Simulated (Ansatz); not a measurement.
Stepwise reaction of `[F][AlH][F]` with methanol, as a gas-phase model of exchange steps in deposition or etching. ΔE in kJ/mol.

Gas-phase electronic energies from Ansatz, PBE0-D4/def2-TZVP geometries. CBS: MP2 limit from def2 TZ/QZ plus the TZ coupled-cluster correction, frozen cores. This one scheme is used for every species. Functionals use def2-TZVPP. B3LYP here is the variant with VWN-RPA as its local correlation; programs differ in this. Each species was taken in one conformer, which may not be the lowest.

| step | reaction | PBE-D4 | B3LYP-D4 | ωB97M-V | CCSD(T)/CBS |
| --- | --- | --- | --- | --- | --- |
| 1 | `[F][AlH][F]` + CH₃OH → `C[O][AlH][F]` + H–F | 46.2 | 46.1 | 48.0 | 47.1 |
| 2 | `C[O][AlH][F]` + CH₃OH → `C[O][AlH][O]C` + H–F | 54.2 | 54.4 | 56.7 | 54.9 |

By hand: ΔE of the 2 steps together at CCSD(T)/CBS.

(47.1) + (54.9) = 102.0 kJ/mol, or 51.0 kJ/mol a step.

In ΔE each step is higher than the one before. All are uphill at CCSD(T)/CBS. PBE-D4 differs from CCSD(T)/CBS by -0.9 to -0.7 kJ/mol a step. Isolated molecules leave out the surface, adducts and barriers. Largest T1 diagnostic: 0.013.
